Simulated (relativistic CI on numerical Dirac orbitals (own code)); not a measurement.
**Spin-allowed bands of a d3 ion in an octahedral site, by hand**

Problem. A d3 ion in an octahedral site has a 4A2 ground term and spin-allowed bands at ν1 = 11970 and ν2 = 17760 cm⁻¹ (from a computed ligand-field model). Find Δ and the Racah parameter B, and predict the third band.

Working.
1. The F term splits into A2 (−1.2Δ), T2 (−0.2Δ) and T1 (+0.6Δ), so ν1 = E(T2) − E(A2) = Δ = 11970 cm⁻¹.
2. T1(F) mixes with T1(P), which lies at 15B, through an element 0.4Δ. The two roots, counted from A2, are ν2,3 = ½(15B + 3Δ) ∓ ½√[(15B − Δ)² + 12BΔ].
3. Solving the lower root for B gives B = (2ν1² + ν2² − 3ν1ν2)/(15ν2 − 27ν1) = -35782200/-56790 = 630 cm⁻¹.
4. The sum of the roots is 15B + 3Δ, so ν3 = 15B + 3ν1 − ν2 = 27601 cm⁻¹ (362 nm).

Check. The bands were computed by exact diagonalisation of the d3 shell with B = 630 and Δ = 11970 cm⁻¹, which gives ν3 = 27600 cm⁻¹. C does not enter the terms of highest spin.
